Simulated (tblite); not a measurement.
Compound: C9H7Cl.
SMILES: `C1(Cl)C2(C=CC=C2)C=CC=1`

Computed values, GFN2-xTB/tblite, gas phase, harmonic and unscaled. Against measured fundamentals such values can be off by several per cent, at times by over 20.

Harmonic wavenumbers (cm⁻¹): 72.0, 85.3, 144.0, 241.7, 263.1, 383.4, 498.3, 498.3, 529.5, 530.6, 585.7, 773.4, 776.5, 786.9, 793.3, 796.3, 827.8, 838.7, 865.8, 870.8, 878.0, 934.7, 1027.9, 1052.0, 1073.1, 1076.6, 1089.5, 1116.8, 1135.3, 1204.1, 1211.2, 1227.1, 1307.2, 1328.4, 1544.0, 1562.6, 1624.3, 1635.5, 3126.2, 3130.9, 3133.3, 3148.7, 3152.9, 3154.8, 3156.2.

A = 1635, B = 1285, C = 863.5 MHz; mass 150.024 u (most abundant isotopes); point group Cs, symmetry number 1.

Zero-point energy?

½Σν̃ = 27596 cm⁻¹ = 330.13 kJ/mol.

What is S at 400 K and 1 bar for an ideal gas of classical rigid rotors and harmonic oscillators?

Translation 177.46, rotation 127.35, vibration 126.05: S = 430.9 J/(mol K).

And Cp and H(400 K) − H(0)?

Cp = 189.21 J/(mol K), of which vibrations give 155.96 (their classical limit is 45 R = 374.2); H(400 K) − H(0) = 41.62 kJ/mol without the zero-point energy, 28.31 from vibrations.

How do the functions run with temperature in this model?

```csv
T (K),S (J/(mol K)),Cp (J/(mol K)),H − H(0) (kJ/mol),G − H(0) (kJ/mol),ln q(vib)
50,242.7,47.3,1.92,-10.22,0.24
100,280.3,62.6,4.67,-23.36,0.98
298.15,381.9,144.6,24.55,-89.32,4.55
373.15,418.1,178.2,36.68,-119.33,6.08
500,477.0,224.7,62.38,-176.14,8.82
750,580.4,283.4,126.60,-308.70,14.33
1000,667.1,318.3,202.15,-464.95,19.60
```

q(vib) and H(0) count from the zero-point level.

Which modes carry the vibrational entropy at 400 K?

72.0 cm⁻¹: 19.57; 85.3 cm⁻¹: 18.17; 144.0 cm⁻¹: 13.88; 241.7 cm⁻¹: 9.74; 263.1 cm⁻¹: 9.08; 383.4 cm⁻¹: 6.27 J/(mol K); the other 39 give 49.35 together.

What must be added to the electronic energy to get the Gibbs energy at 400 K and 1 bar?

ZPE + [H(400 K) − H(0)] − T·S = 330.13 + 41.62 − 172.34 = 199.41 kJ/mol.

Blend soft modes into free rotors: weight 1/[1 + (100 cm⁻¹/ν̃)⁴] for the oscillator and the rest for a rotor with moment μB/(μ + B), μ = h/(8π²ν), B = 10⁻⁴⁴ kg m². What vibrational entropy results?

118.84 J/(mol K) in place of 126.05, which changes −T·S at 400 K by +2.88 kJ/mol.

Hindered rotation and anharmonicity are outside this model.

The run took 0.93 s wall on one thread, Intel Xeon Platinum 8375C at 2.90 GHz (x86_64), shared host with 128 logical CPUs at a one-minute load of 53. The figure is for the frequency step alone.
